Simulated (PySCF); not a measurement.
# Which determinant of AsO lies lowest?

Unrestricted PBE0; PySCF, no relativity, basis sets As pcseg-1, O pcseg-1. Outer shells of the fragments: As 3d10 4s2 4p3; O 2s2 2p4.

Followed along the bond (rough minima from three points):

```csv
2Ms+1,unpaired,⟨S²⟩ at the start,R at minimum (Å),Te (eV)
2,π ↑,0.76,1.65,0.00
4,π ↑↑↑,3.76,none in the scan,≤ 2.12
```

Solutions found at the starting distance of 1.775 Å, counted from the lowest of them; the search is not exhaustive and high or unbound solutions are not listed, so other states can lie among these:

```tsv
2Ms+1	unpaired	term	E (eV)	⟨S²⟩	⟨Lz²⟩	μ (D)
2	π ↑	²Π	0.00	0.76	1.00	-3.22
4	π ↑↑↑	⁴Π	1.95	3.76	1.00	-1.17
2	π ↑↑↓	mixed	2.38	1.76	3.02	-1.21
4	σ ↑, π ↑↑	⁴Σ⁻	2.92	3.76	0.00	-2.36
2	σ ↓, π ↑↑	mixed	3.47	1.76	0.00	-2.25
2	σ ↑, π ↑↓	mixed	3.53	1.76	2.01	-2.21
2	π ↑	mixed	3.79	0.75	3.00	-1.25
4	σ ↑, π ↑↑	mixed	5.78	3.76	2.01	-0.75
4	σ ↑, π ↑↑	mixed	6.26	3.75	2.00	-0.96
2	σ ↓, π ↑↑	mixed	6.39	1.77	2.01	-0.75
```

A term symbol is given only where ⟨S²⟩ and ⟨Lz²⟩ are close to those of a pure state; real π, δ and φ orbitals otherwise mix terms. A positive dipole means As(−)O(+).

Spin–orbit coupling is left out. Counting both spins, an empty level lies below a filled one in some of these solutions, because spin and occupation are held.
